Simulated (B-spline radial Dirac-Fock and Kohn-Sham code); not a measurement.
Re⁶⁺: non-radiative channels of the 3s vacancy

System: Re⁶⁺ in the configuration 1s2 2s2 2p6 3s2 3p6 3d10 4s2 4p6 4d10 4f14 5s2 5p6 5d1.

The run's input, task.json:

```json
{"items": [{
  "Z": 75,
  "q": 6,
  "cfg": [[1, 0, 2], [2, 0, 2], [2, 1, 6], [3, 0, 2], [3, 1, 6], [3, 2, 10], [4, 0, 2], [4, 1, 6], [4, 2, 10], [4, 3, 14], [5, 0, 2], [5, 1, 6], [5, 2, 1]],
  "A": 187,
  "rrms": 5.3698,
  "do": ["binding", "quiet", "decay"],
  "holes": ["K", "L1", "L2", "L3", "M1", "M2", "M3", "M4", "M5", "N1", "N2", "N3", "N4", "N5", "N6", "N7"]
}]}
```

Command: `python xray_run.py task.json out`

Calculated with a B-spline atomic structure program, using independent-particle rates on relativistic LDA orbitals of the hole state (multipoles up to L = 3, Coulomb Auger matrix elements, transition energies from Dirac-Fock). Kinetic energies are configuration averages from the vacuum level; the two-hole energies are estimated from single-hole states.

```csv
transition,kinetic energy (eV),width (meV),share (%)
M1-M2O1,55.59,205,1.3
M1-M2N6,87.85,679,4.3
M1-M2N7,89.88,903,5.7
M1-M2O3,106.4,273,1.7
M1-M3N4,162.1,526,3.3
M1-M3N5,176.3,793,5.0
M1-M4N1,226.5,479,3.0
M1-M5N1,293.2,676,4.3
M1-M3N6,400.2,3080,19.6
M1-M3N7,403.2,3850,24.5
M1-M3O3,419.5,226,1.4
M1-M5N3,474.8,203,1.3
M1-M4N5,597.2,211,1.3
M1-M5N4,649.9,234,1.5
M1-M5N5,664.7,337,2.1
M1-M5N7,892.1,278,1.8
```

Coster-Kronig rates are the weakest part of this model and often come out 1.5 to 2.5 times too large. The listed channels hold 82 % of the non-radiative rate. Summed by principal shells, of 15.7 eV in all: MMN 83.5 %, MMO 9.8 %, MNN 5.8 %, MNO 0.8 %.
